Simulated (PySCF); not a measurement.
# Diatomic cations of Cl with group 14

CCSD(T) with triple-zeta basis sets in PySCF, for the lowest determinant that a PBE0 search found; no spin–orbit coupling. De refers to high-spin ground-configuration atoms (the charge goes to the atom of lower measured ionisation energy or higher electron affinity, which is not always the lowest computed limit).

| M | basis | reference, frozen orbitals | charged atom | state (unpaired electrons) | Re (Å) | ωe (cm⁻¹) | De (eV) |
| --- | --- | --- | --- | --- | --- | --- | --- |
| C | def2-TZVPPD | RHF, 6 | C+ | singlet (closed shell) | 1.546 | 1175 | 6.49 |
| Ge | def2-TZVPPD | RHF, 14 | Ge+ | singlet (closed shell) | 2.063 | 513 | 4.56 |
| Sn | def2-TZVPPD | RHF, 9 | Sn+ | singlet (closed shell) | 2.262 | 433 | 4.08 |

The row for M = Si is missing. Estimate Re, ωe and De as the mean of the rows for C and Ge, and compare with the calculation.

The means are 1.804 Å, 844 cm⁻¹ and 5.53 eV. RHF-CCSD(T) in def2-TZVPPD gives SiCl⁺ as a singlet (closed shell) with Re = 1.959 Å, ωe = 674 cm⁻¹, De = 5.07 eV, so the estimate is off by -15.5 pm, +25 % and +0.45 eV.

Correlated steps freeze the inner cores (6 to 14 orbitals); shallow outer-core shells are correlated. These are scalar-relativistic numbers at best; spin–orbit coupling would shift them, the dissociation energy most. For an ion De counts to the pair picked by the measured ionisation energies or electron affinities, which need not be the lowest pair at this level. Where the molecule has an RHF reference, its open-shell atoms are computed with UHF. The CCSD T1 diagnostic is raised in CCl⁺, a sign that a single reference may not be enough there.
